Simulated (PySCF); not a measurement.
Sn(F)2(Me)2 (C2H6F2Sn), SMILES [CH3][Sn]([CH3])([F])[F].

The structure is a stationary point at B3LYP-D3(BJ)/def2-SVP. The def2 effective core potentials stand for the cores of Sn; spin–orbit coupling is left out.

All values below come from ωB97X/def2-TZVP (PySCF).

Symmetry labels are those of the subgroup Cs that the program uses (full group Cs).

Task: List the valence orbital energies around the gap with their symmetry. (Estimate from the structure and the level; the computed values follow.)

Result: 
| orbital | symmetry | energy (eV) |
|---|---|---|
| HOMO−7 | A" | -14.59 |
| HOMO−6 | A' | -13.78 |
| HOMO−5 | A' | -13.60 |
| HOMO−4 | A" | -13.53 |
| HOMO−3 | A" | -13.06 |
| HOMO−2 | A' | -12.90 |
| HOMO−1 | A' | -12.33 |
| HOMO | A" | -10.99 |
| LUMO | A' | 1.36 |
| LUMO+1 | A' | 1.93 |
| LUMO+2 | A' | 2.34 |
| LUMO+3 | A" | 3.08 |
